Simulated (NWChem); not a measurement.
System: GeI cation, singlet

Here is an NWChem input.

```
start job
memory heap 200 mb stack 900 mb global 1100 mb
charge 1
geometry units angstroms
  Ge     0.000000     0.000000    -1.505068
  I      0.000000     0.000000     0.900773
end
basis spherical
  Ge library sto-3g
  I library sto-3g
end
dft
  xc hfexch
  iterations 150
end
driver
  maxiter 120
end
task dft optimize
task dft freq
```

Low-valent species are run as closed-shell singlets; no triplet was tried in these runs.

The level has its own optimisation; frequencies are unscaled.

What results follow from this input? (Hartree-Fock/STO-3G, non-relativistic.) Quantities: r Ge–I (Å); highest harmonic frequency (cm⁻¹); zero-point energy (kcal/mol).

The r Ge–I (Å) is 2.396 and the highest harmonic frequency (cm⁻¹) comes out as 342. The zero-point energy (kcal/mol) comes out as 0.5.
